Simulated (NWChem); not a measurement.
C$_{2}$H$_{8}$N cation; SMILES C[NH2+]C

```xyz
11

C     -1.2541     0.0000     0.2787
N      0.0000     0.0000    -0.5237
C      1.2541     0.0000     0.2787
H     -2.1167     0.0000    -0.3991
H     -1.2705    -0.8979     0.9087
H     -1.2705     0.8979     0.9087
H      0.0000     0.8154    -1.1504
H      0.0000    -0.8154    -1.1504
H      2.1167     0.0000    -0.3991
H      1.2705     0.8979     0.9087
H      1.2705    -0.8979     0.9087
```
Atoms are numbered in this order, from 1.

Computed with NWChem. Pople sets run with spherical d functions. Coordinates come from a PBE0/def2-SVP optimisation. Atomic charges in e: unrestrained fits to the electrostatic potential beside Mulliken populations; buried atoms are poorly determined by the fit.

For level B3LYP/def2-SVP:

```yaml
Mulliken C1: 0.03
Mulliken N2: -0.10
Mulliken C3: 0.03
```

Task: How do the values read with level Hartree-Fock/6-31G* instead?

Result: The Mulliken C1 is -0.37, the Mulliken N2 is -0.77 and the Mulliken C3 comes out as -0.37.
